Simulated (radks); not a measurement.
Results of a calculation; reference values are marked as such.
Initial-state core-level shifts of neutral osmium when its valence configuration changes from [Xe] 4f14 5d6 6s2. Code: a radial shooting solver on a logarithmic mesh with Libxc functionals. Model: scalar-relativistic Kohn-Sham, LDA (Slater exchange, Perdew-Wang correlation), spin-polarised, spherical densities, point nucleus; open shells are filled with parallel spins first (spin-orbit coupling, left out, can overturn this in heavy ions). Shifts are changes of the shell-averaged eigenvalues in eV (positive: less bound).

| valence | 1s | 3p | 4p | 5p |
|---|---|---|---|---|
| 4f14 5d5.5 6s2 6p0.5 | -2.110 | -2.143 | -2.143 | -1.993 |
| 4f14 5d5 6s2 6p1 | -4.237 | -4.307 | -4.305 | -3.967 |
| 4f12 5d6 6s2 6p2 | -31.669 | -37.228 | -32.732 | -14.669 |
| 4f14 5d7 6s1 | +2.305 | +2.379 | +2.379 | +2.160 |
| 4f13 5d6 6s2 6p1 | -15.335 | -18.010 | -15.959 | -7.221 |
| 4f14 5d6 6p2 | -3.089 | -3.061 | -3.071 | -3.056 |
| 4f14 5d6.5 6s1.5 | +1.189 | +1.226 | +1.226 | +1.108 |
| 4f13 5d7 6s2 | -10.794 | -13.398 | -11.360 | -2.986 |
| 4f13.5 5d6.5 6s2 | -5.340 | -6.617 | -5.642 | -1.507 |
